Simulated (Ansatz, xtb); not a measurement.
## Relaxing a trial structure of H3SSeSn+

The starting geometry of this gas-phase singlet was built from a drawn formula by distance geometry and a force field; its bonds are those of `S=[SeH][SnH2+]`.

| atom | x (Å) | y (Å) | z (Å) |
| --- | --- | --- | --- |
| S | -0.7660 | 0.8990 | -1.6156 |
| Se | -0.4677 | -0.8772 | -2.1012 |
| Sn | -1.2608 | -1.6647 | 0.1918 |
| H | 0.9967 | -0.7813 | -1.5760 |
| H | -2.3087 | -3.0184 | 0.3480 |
| H | -0.8994 | -0.6359 | 1.6373 |

Task: Where would you expect an optimisation with r2SCAN-D4/def2-SVP to take it?

Result: It rearranges to `[S]1[SeH+][SnH2]1`. Distances that change by over a tenth: S1–Se2 (1.87 → 2.28 Å). Contacts that close: S1–Sn3 (3.18 → 2.42 Å).

The energy falls by 3.40 eV over 13 steps:

| step | E − E(last) (eV) |
| --- | --- |
| 1 | 3.399 |
| 2 | 1.911 |
| 4 | 1.413 |
| 5 | 1.170 |
| 6 | 0.841 |
| 8 | 0.185 |
| 9 | 0.040 |
| 10 | 0.012 |
| 12 | 0.000 |
| 13 | 0.000 |

Final geometry (Å):

```xyz
6

S    -1.5091    0.4311   -1.4682
Se   -0.0498   -1.2134   -2.0658
Sn   -1.4244   -1.2555    0.2634
H     1.1816   -0.6099   -1.4928
H    -2.5702   -2.4891    0.1313
H    -0.3340   -0.9416    1.5164
```

From the same start GFN2-xTB ends elsewhere, differing in S1–Sn3 (3.60 against 2.42 Å here), S1–H6 (1.34 against 3.49 Å here), Sn3–H6 (4.21 against 1.69 Å here).

No frequencies were run, so the end isn't proven a minimum. Atoms past krypton carry core potentials, without spin–orbit terms. Run with Ansatz 0.2.0, 40 s on 2 threads of Arm Neoverse V1, on a shared host.
